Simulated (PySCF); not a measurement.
Series B-XY, Y = chloro, computed as singlets and as triplets. Isolated molecules, 0 K electronic values unless said otherwise. One relaxed conformer stands for each flexible species; it need not be the lowest. Strings in code marks are SMILES.

Quantity: adiabatic spin-state energy, in kcal/mol.

Case: `Cl[B-]Cl`: multiplicity 3 minus multiplicity 1. The other species in the difference include `[B-](Cl)Cl` (charge -1, multiplicity 1). Geometry of `Cl[B-]Cl` (charge -1, multiplicity 3, Å):

```xyz
3

Cl     1.5986    -0.3014     0.0000
B     -0.0019     0.6127     0.0000
Cl    -1.5967    -0.3113     0.0000
```

Question: Predict the adiabatic spin-state energy from B3LYP-D3(BJ)/def2-TZVPD (PySCF).

Answer: 25.2 kcal/mol.
